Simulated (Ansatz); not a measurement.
Ansatz (a first-principles code) job for W(O)(S)(Br)(SH) (BrHOS₂W), SMILES [O]=[W](=[S])([SH])[Br], multiplicity 1, PBE/def2-SVPD. Geometry optimised at B3LYP-D3(BJ)/def2-SVP. The spin state was assumed, not searched. The def2 effective core potentials stand for the cores of W; spin–orbit coupling is left out. The values are those of a single conformer.

Ansatz 0.2 input:
```yaml
crystal:
  periodic: [false, false, false]
  atoms:
    - {symbol: W, position_ang: [0.17851327, -0.33286484, -0.05144990]}
    - {symbol: O, position_ang: [1.20093405, -0.89044393, -1.29648843]}
    - {symbol: S, position_ang: [1.12623938, -0.62142917, 1.84511168]}
    - {symbol: Br, position_ang: [-0.32969677, 2.02043363, -0.40551212]}
    - {symbol: S, position_ang: [-1.71922130, -1.69885336, 0.01177355]}
    - {symbol: H, position_ang: [-1.79035599, -1.83510661, -1.33803923]}
basis:
  gaussian:
    orbitals: def2-SVPD
hamiltonian:
  xc: {name: PBE}
```

It prints:

```
WARN ansatz: RAYON_NUM_THREADS=1 ignored (pool sized by the plan → 1); use --threads N
Functional definition: PBE
integrals: 0.14 GiB planned
1544 factors; their error is unknown
mean field: 0.69 GiB planned
mean field evaluation 1: about -95564.4874 eV, gradient 7.3e1 eV
mean field evaluation 2: about -95348.1863 eV, gradient 2.5e2 eV
mean field evaluation 4: about -95556.2378 eV, gradient 8.7e1 eV
mean field evaluation 8: about -95574.8874 eV, gradient 1.4e0 eV
mean field evaluation 16: about -95574.8378 eV, gradient 2.3e-2 eV
mean field -95574.83783865 eV, -3512.3105076187 hartree, gradient 2.3e-5 eV, S^2 0.000000; 0 other end points of the search recorded, 0 dependent functions left out
reference -95574.83789875 eV, -3512.3105098272 hartree; 45, 45 occupied and 116, 116 virtual orbitals, 1544 factors
Total energy: -95574.83789875 eV, -3512.3105098272 hartree
```

The calculation finished and met its thresholds.

Cost: about 6 core-seconds (a rough figure).
